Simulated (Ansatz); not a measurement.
```yaml
crystal:
  periodic: [false, false, false]
  atoms:
    - {symbol: B, position_ang: [-0.967607, 0.880912, -0.281339]}
    - {symbol: C, position_ang: [0.184905, -0.084554, -0.044169]}
    - {symbol: N, position_ang: [0.899960, -1.045262, 0.491366]}
    - {symbol: O, position_ang: [0.513742, 0.623735, -1.032453]}
    - {symbol: H, position_ang: [-1.895137, 0.509556, -0.937659]}
    - {symbol: H, position_ang: [-1.000717, 1.894425, 0.351652]}
    - {symbol: H, position_ang: [0.550114, -1.555455, 1.281671]}
    - {symbol: H, position_ang: [1.806742, -1.280455, 0.115031]}
basis:
  gaussian: {orbitals: aug-cc-pVDZ}
total_charge: 1
magnetization: {spin_polarized: true, initial_magnetization: 5}
hamiltonian: {xc: {name: HSE06}}
correlation: {method: rpa, electrons: all}
scf: {lower_state_search: off}
```

```sh
$ ansatz run in.yaml --threads 2 --pin off --events-out ev --progress --plain --max-ram 4352MiB
```

It prints (some lines left out):

```
Functional definition: HSE06
1251 factors; integrals over basis functions are off by at most 4.6e-4 eV
180 factors; integrals over basis functions are off by at most 9.6e-7 eV
mean field evaluation 1: about -5276.1731 eV, gradient 4.7e1 eV
mean field evaluation 2: about -5276.2019 eV, gradient 4.7e1 eV
mean field evaluation 4: about -5281.0391 eV, gradient 3.6e1 eV
mean field evaluation 8: about -5286.6528 eV, gradient 5.4e-1 eV
mean field evaluation 16: about -5286.6568 eV, gradient 2.3e-3 eV
mean field -5286.65678313 eV, -194.2810533552 hartree, gradient 3.2e-6 eV, S^2 8.764497; 0 other end points of the search recorded, 0 dependent functions left out
reference -5262.34117078 eV, -193.3874710833 hartree; 17, 12 occupied and 111, 116 virtual orbitals, 1251 factors
Total energy: -5284.82983250 eV, -194.2139141581 hartree
Checks for a lower state left out: stability, starts, cluster_reference, orbital_swaps, neighbouring_geometries, increment
```

Q: Something in this input is off. What?

A: The spin is set far too high for this molecule. Self-consistency was reached. The result belongs to that input, not to the molecule as meant.

HSE06 is defined as in plane-wave codes.
